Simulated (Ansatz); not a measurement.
CH₃Li, triplet, geometry from GFN2-xTB (such geometries of metal compounds can be far from the true shape) (a higher spin typed on purpose: for a closed-shell molecule this is an excited state), atoms displaced at random by about 0.08 Å a coordinate; HF/def2-TZVP, gradient (Ansatz, a quantum-chemistry and plane-wave program).

The Ansatz input:
Ansatz 0.2 input:
```yaml
crystal:
  periodic: [false, false, false]
  atoms:
    - {symbol: Li, position_ang: [-1.19250460, -0.80626899, -0.92786527]}
    - {symbol: C, position_ang: [0.42253134, 0.13706416, 0.31102715]}
    - {symbol: H, position_ang: [0.74155587, -0.67694145, 0.65393385]}
    - {symbol: H, position_ang: [-0.63137736, 0.79690053, 0.84365804]}
    - {symbol: H, position_ang: [0.93941657, 0.79502731, -0.56859712]}
basis:
  gaussian:
    orbitals: def2-TZVP
hamiltonian:
  xc: hf
magnetization: {spin_polarized: true, initial_magnetization: 2}
output: {forces: true}
```

Output, abridged:

```
Functional definition: HF
514 factors; their error is unknown
mean field evaluation 1: about -1275.3813 eV, gradient 1.3e1 eV
mean field evaluation 2: about -1276.7766 eV, gradient 5.4e0 eV
mean field evaluation 4: about -1277.2429 eV, gradient 7.7e-1 eV
mean field evaluation 8: about -1277.2815 eV, gradient 8.3e-2 eV
mean field evaluation 16: about -1276.6923 eV, gradient 3.4e0 eV
mean field evaluation 32: about -1277.2414 eV, gradient 7.8e-1 eV
mean field -1277.29343060 eV, -46.9396677940 hartree, gradient 2.3e-5 eV, S^2 2.023194; 0 other end points of the search recorded, 0 dependent functions left out
the calculation of the forces begins
reference -1277.29343060 eV, -46.9396677940 hartree; 7, 5 occupied and 56, 58 virtual orbitals, 514 factors
Total energy: -1277.29343060 eV, -46.9396677940 hartree
Atom 0 at    -1.192505    -0.806269    -0.927865 Å, force    -0.272133    -0.108412    -0.194368 eV/Å
Atom 1 at     0.422531     0.137064     0.311027 Å, force    -5.008914    11.502313    -3.709416 eV/Å
Atom 2 at     0.741556    -0.676941     0.653934 Å, force     2.702040    -6.500062     2.924797 eV/Å
Atom 3 at    -0.631377     0.796901     0.843658 Å, force     3.847078    -2.667108    -1.703070 eV/Å
Atom 4 at     0.939417     0.795027    -0.568597 Å, force    -1.268071    -2.226732     2.682057 eV/Å
Dipole moment:     0.621159     0.396388     0.451677 e Å
```
